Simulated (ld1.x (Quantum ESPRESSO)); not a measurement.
## Plane-wave convergence, TM potential for erbium

Er (Z = 68), norm-conserving Troullier–Martins (Kleinman–Bylander form), made with ld1.x (Quantum ESPRESSO) 7.5 (PBE, scalar-relativistic). Core [Kr], reference 4d10 4f12 5s2 5p6 5d0 6s0 6p0 (charge +2). Waves: 5s (bound): rc 1.60 bohr; 4d (bound): rc 0.85 bohr; 4f (bound): rc 1.40 bohr; 5p (bound): rc 2.20 bohr. Local part: the p channel. Core correction: none.

The pseudo-atom Hamiltonian at the reference potential is diagonalised in spherical Bessel functions j_l(qr) that vanish at 20 bohr, with q² up to the cutoff. All-electron valence levels (Ry): 5s -4.8746, 6s -1.0939, 4d -13.2023, 5d -0.9907, 4f -1.2816, 5p -2.9967, 6p -0.7567.

Task: How do the lowest levels (Ry) of each channel move with the cutoff, and are there ghosts?

Result:

```tsv
cutoff (Ry)	s #1	s #2	s #3	s #4	d #1	d #2	d #3	f #1	f #2	p #1	p #2	Σ f·Δε (mRy)
8	-8.9749	-3.3234	-0.7967	-0.3549	-1.0235	-0.3812	-0.2081	-0.2882	-0.1662	-2.8422	-0.7264	137736.9
18	-35.0399	-4.7737	-1.0429	-0.4248	-1.3463	-0.4359	-0.2316	-0.2900	-0.1680	-2.9956	-0.7691	130665.7
35	-43.9100	-4.8583	-1.0792	-0.4356	-1.8804	-0.5127	-0.2594	-0.2903	-0.1682	-2.9967	-0.7696	125145.7
55	-48.3795	-4.8717	-1.0847	-0.4372	-4.5571	-0.7049	-0.3144	-0.2906	-0.1686	-2.9967	-0.7696	98348.0
90	-49.4810	-4.8742	-1.0859	-0.4375	-9.9061	-0.8246	-0.3425	-0.2956	-0.1739	-2.9967	-0.7696	44793.3
140	-49.7047	-4.8746	-1.0860	-0.4376	-12.7049	-0.8527	-0.3486	-1.0926	-0.2819	-2.9967	-0.7696	7240.1
230	-49.7180	-4.8746	-1.0860	-0.4376	-13.1969	-0.8565	-0.3494	-1.2810	-0.2831	-2.9967	-0.7696	59.7
400	-49.7182	-4.8746	-1.0860	-0.4376	-13.2022	-0.8566	-0.3494	-1.2816	-0.2831	-2.9967	-0.7696	0.0
```

Result: ghost state, extra bound levels that the all-electron valence spectrum of the same l lacks: s at -676.5 eV (a true bound ghost makes a file unfit for plane-wave use); 10 mRy is reached at 300 Ry and 1 mRy at over 300 Ry.

4 of 7 tests not solved or not reliable.
